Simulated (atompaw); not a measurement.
## u(r) = r·R(r): atom against pseudo-atom (scandium)

Columns: radius, all-electron u(r) and pseudo u(r) of the 4s shell (level -4.18 eV) of scandium in the configuration [Ne] 3s2 3p6 3d1 4s2 4p0; PBE, scalar-relativistic, PAW (atompaw) scheme, atompaw 4.2.0.5.

```csv
r (bohr),all-electron,pseudo
0.096,0.0006,-0.0004
0.192,0.1384,-0.0003
0.288,0.1286,0.0009
0.385,0.0327,0.0036
0.481,-0.0786,0.0082
0.577,-0.1700,0.0151
0.673,-0.2282,0.0246
0.769,-0.2521,0.0369
0.865,-0.2461,0.0522
0.962,-0.2165,0.0707
1.058,-0.1705,0.0919
1.154,-0.1140,0.1159
1.250,-0.0516,0.1425
1.346,0.0131,0.1713
1.442,0.0774,0.2020
1.538,0.1394,0.2341
1.635,0.1985,0.2675
1.731,0.2528,0.3009
1.827,0.3024,0.3342
1.923,0.3472,0.3669
2.019,0.3871,0.3983
2.115,0.4224,0.4279
2.212,0.4534,0.4557
2.308,0.4799,0.4806
2.404,0.5025,0.5026
2.500,0.5214,0.5214
```

Question: How many radial nodes do the two functions have?

Answer: The all-electron 4s function has n − l − 1 = 3 (the table is too coarse to show those close to the nucleus); the pseudo-wave has 1, since 1 lower shell of the same l stays in the valence.

Question: Is the pseudo-wave norm-conserving?

Answer: No, it belongs to a PAW set: the norm inside the radius is not constrained, and the difference is carried by the augmentation charge.
